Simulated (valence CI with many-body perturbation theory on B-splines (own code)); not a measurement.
**E1 transitions of Ag⁴²⁺**

Computed by valence CI with perturbative core correlation (CI+MBPT): three valence electrons over a frozen Dirac-Fock core [He], a basis of 11 s, 11 p, 10 d, 8 f, 5 g, 2 h functions for each j, with the one-electron correlation potential Σ1 (screened to all orders), the two-electron term Σ2, the three-electron term Σ3, Breit, model QED; selected single and double excitations, second order for the rest, scaled by the run's own slope (own B-spline code, finite nucleus).

The last digits are not significant, and no measured levels were compared; by estimate large intervals hold to a few tenths of a per cent, small ones and those within an open d or f shell to about a per cent.

Lines 151 to 200 of 522 in falling wavelength, among levels below 5520.0 eV, chosen from the strongest by gf and those to the six lowest levels. Wavelengths and rates use the calculated energies. Electric multipoles are in the length gauge, E1 and E2 with the static RPA response of the core. Weak lines are less certain than strong ones. Lines between different terms over intervals too small for the method are left out, as are lines whose strength nearly cancels. The highest levels of a list are the least certain.

Levels are named by their leading jj configuration (3d3/2^4 stands for four electrons in 3d with j = 3/2), which in mixed levels can hold well under half, so a name can repeat and another be missing. Letters in brackets count levels of one name in rising energy.

```csv
λ vac (Å),Upper,Lower,A (s⁻¹),log gf,Branch %
10.17,(2s 2p1/2 4f5/2) J=5/2 [a],(2s 2p1/2 3d5/2) J=3/2,1.33e+12,-0.91,2.7
10.17,(2s 2p3/2 4s) J=5/2,(2s 2p3/2 3p3/2) J=5/2 [a],1.66e+12,-0.81,8.8
10.16,(2s 2p3/2 4p3/2) J=5/2 [b],(2s 2p3/2 3d5/2) J=7/2 [b],1.30e+12,-0.92,3.9
10.15,(2p1/2^2 4s) J=1/2,(2p1/2^2 3p3/2) J=3/2,6.26e+12,-0.71,33.2
10.14,(2s 2p1/2 4f7/2) J=7/2 [a],(2s 2p1/2 3d5/2) J=5/2 [b],3.58e+12,-0.35,7.4
10.13,(2s 2p3/2 4s) J=3/2 [a],(2s 2p3/2 3p3/2) J=5/2 [a],2.43e+12,-0.83,9.9
10.12,(2s 2p1/2 4s) J=1/2 [a],(2s 2p1/2 3p3/2) J=3/2 [a],6.36e+12,-0.71,30.3
10.12,(2s 2p1/2 4s) J=3/2,(2s 2p1/2 3p3/2) J=5/2,4.88e+12,-0.52,21.2
10.11,(2s 2p1/2 4s) J=1/2 [b],(2s 2p1/2 3p3/2) J=3/2 [b],3.84e+12,-0.93,19.4
10.10,(2s 2p3/2 4p3/2) J=7/2,(2s 2p3/2 3d5/2) J=9/2,1.15e+12,-0.85,10.1
10.10,(2s 2p1/2 4f7/2) J=7/2 [b],(2s 2p3/2 3s) J=5/2,2.20e+12,-0.57,4.6
10.07,(2s 2p3/2 4f7/2) J=3/2,(2s 2p3/2 3d5/2) J=1/2,2.87e+13,0.24,60.3
10.05,(2s 2p3/2 4f5/2) J=9/2,(2s 2p3/2 3d5/2) J=7/2 [a],2.25e+12,-0.47,4.6
10.04,(2s 2p3/2 4s) J=5/2,(2s 2p3/2 3p3/2) J=7/2,4.16e+12,-0.42,22.0
10.03,(2s^2 4s) J=1/2,(2s^2 3p3/2) J=3/2,4.06e+12,-0.91,17.7
10.03,(2s 2p3/2 4s) J=3/2 [a],(2s 2p3/2 3p3/2) J=3/2,2.01e+12,-0.92,8.2
10.02,(2s 2p3/2 4s) J=3/2 [b],(2s 2p3/2 3p3/2) J=5/2 [b],3.53e+12,-0.67,10.3
10.02,(2s 2p1/2 4f5/2) J=7/2,(2s 2p1/2 3d5/2) J=5/2 [b],3.06e+12,-0.43,6.2
10.02,(2s 2p3/2 4f7/2) J=7/2,(2s 2p3/2 3d5/2) J=7/2 [a],8.10e+12,-0.01,16.7
10.02,(2s 2p3/2 4f7/2) J=9/2,(2s 2p3/2 3d5/2) J=7/2 [a],4.29e+13,0.81,90.0
10.02,(2s 2p1/2 4f5/2) J=5/2 [b],(2s 2p1/2 3d5/2) J=3/2,2.15e+12,-0.71,4.4
10.01,(2p1/2^2 4f5/2) J=5/2,(2p1/2^2 3d5/2) J=5/2,3.09e+12,-0.56,6.4
10.00,(2s 2p3/2 4f5/2) J=5/2,(2s 2p3/2 3d5/2) J=3/2 [a],1.52e+12,-0.86,3.1
9.999,(2s 2p1/2 4f5/2) J=5/2 [a],(2s 2p1/2 3d3/2) J=3/2 [b],4.37e+12,-0.41,8.9
9.993,(2s 2p1/2 4f7/2) J=5/2,(2s 2p1/2 3d5/2) J=5/2 [b],3.76e+12,-0.47,7.8
9.992,(2s 2p1/2 4f7/2) J=5/2,(2s 2p1/2 3d5/2) J=3/2,4.02e+13,0.56,83.3
9.991,(2s 2p1/2 4f7/2) J=7/2 [b],(2s 2p1/2 3d5/2) J=5/2 [b],3.71e+13,0.65,77.2
9.977,(2p1/2^2 4f7/2) J=7/2,(2p1/2^2 3d5/2) J=5/2,4.65e+13,0.74,97.4
9.975,(2s 2p1/2 4f5/2) J=5/2 [a],(2s 2p1/2 3d5/2) J=5/2 [a],2.18e+12,-0.71,4.4
9.967,(2s 2p3/2 4f7/2) J=5/2,(2s 2p3/2 3d5/2) J=3/2 [a],2.89e+13,0.41,59.8
9.954,(2s 2p3/2 4f7/2) J=3/2,(2s 2p3/2 3d5/2) J=3/2 [a],1.30e+13,-0.11,27.4
9.948,(2s 2p1/2 4f7/2) J=7/2 [a],(2s 2p1/2 3d5/2) J=5/2 [a],3.34e+13,0.60,69.3
9.943,(2s 2p1/2 4f5/2) J=7/2,(2s 2p1/2 3d5/2) J=7/2,3.46e+12,-0.39,7.1
9.942,(2s 2p3/2 4f7/2) J=7/2,(2s 2p3/2 3d5/2) J=5/2 [a],3.60e+13,0.63,74.4
9.938,(2s^2 4f5/2) J=5/2,(2s^2 3d5/2) J=5/2,3.18e+12,-0.55,6.5
9.932,(2s 2p3/2 4f7/2) J=5/2,(2s 2p3/2 3d5/2) J=5/2 [a],1.38e+13,0.09,28.6
9.917,(2s 2p1/2 4f7/2) J=9/2,(2s 2p1/2 3d5/2) J=7/2,4.75e+13,0.85,98.7
9.912,(2s^2 4f7/2) J=7/2,(2s^2 3d5/2) J=5/2,4.78e+13,0.75,98.2
9.910,(2s 2p1/2 4f7/2) J=7/2 [b],(2s 2p1/2 3d5/2) J=7/2,3.41e+12,-0.40,7.1
9.870,(2s^2 4f5/2) J=5/2,(2s 2p1/2 3p1/2) J=3/2,1.03e+13,-0.04,20.9
9.866,(2s 2p1/2 4f7/2) J=7/2 [a],(2s 2p1/2 3d3/2) J=5/2,1.06e+13,0.09,21.9
9.854,(2s 2p1/2 4f5/2) J=3/2,(2s 2p1/2 3d3/2) J=3/2 [b],1.20e+13,-0.16,24.4
9.851,(2s 2p1/2 4f5/2) J=5/2 [b],(2s 2p1/2 3d3/2) J=3/2 [b],3.06e+13,0.43,62.3
9.847,(2s 2p1/2 4f5/2) J=3/2,(2s 2p1/2 3d3/2) J=1/2,3.24e+13,0.28,65.9
9.842,(2s 2p3/2 4f5/2) J=9/2,(2s 2p3/2 3d5/2) J=9/2,6.35e+12,-0.04,13.1
9.836,(2p1/2^2 4f5/2) J=5/2,(2s 2p3/2 3p1/2) J=3/2 [b],1.40e+13,0.09,28.9
9.833,(2s 2p1/2 4f5/2) J=7/2,(2s 2p1/2 3d5/2) J=5/2 [a],7.31e+12,-0.07,14.9
9.830,(2s 2p3/2 4f5/2) J=7/2,(2s 2p3/2 3d3/2) J=7/2,1.29e+13,0.18,26.4
9.828,(2s 2p1/2 4f5/2) J=5/2 [b],(2s 2p1/2 3d5/2) J=5/2 [a],3.11e+12,-0.57,6.3
9.826,(2s 2p3/2 4f5/2) J=5/2,(2s 2p3/2 3d3/2) J=7/2,2.17e+12,-0.72,4.4
```

(1) How does gf follow from A for the line at 10.00 Å?

## Answers

(1) gf = 1.4992 × (2J+1)_upper × A / σ², with σ = 9996313 cm⁻¹ and 2J+1 = 6: gf = 0.137.
